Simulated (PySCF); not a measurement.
r2SCAN on Li⁻ (lithium, charge -1), [He] 2s2, closed-shell 1S. Computed with PySCF 2.14 in aug-cc-pVQZ, with the non-relativistic Hamiltonian (point nucleus).

```
cycle= 1 E= -7.49567224589196  delta_E= -0.000472  |g|= 0.00452  |ddm|= 0.254
cycle= 2 E= -7.4957068428478  delta_E= -3.46e-05  |g|= 0.00417  |ddm|= 0.124
cycle= 3 E= -7.49580763712052  delta_E= -0.000101  |g|= 0.00016  |ddm|= 0.0473
cycle= 4 E= -7.49580778639287  delta_E= -1.49e-07  |g|= 6.4e-05  |ddm|= 0.00491
cycle= 5 E= -7.49580781439673  delta_E= -2.8e-08  |g|= 4.62e-06  |ddm|= 0.00305
cycle= 6 E= -7.49580781444145  delta_E= -4.47e-11  |g|= 9.56e-07  |ddm|= 0.000104
converged SCF energy = -7.49580781444145  <S^2> = -2.220446e-15  2S+1 = 1
```

Highest occupied orbital energy: 0.807 eV; ⟨L²⟩ = 0.00; populations by l: s 4.00, p 0.00, d 0.00, f 0.00.

(1) Can this result be used?

## Answers

(1) With care. The calculation finished and met its thresholds. At r2SCAN the highest occupied level has a positive energy, so only the finite basis holds that electron; in a semilocal or global hybrid functional this comes from self-interaction and does not mean that the real anion is unbound.
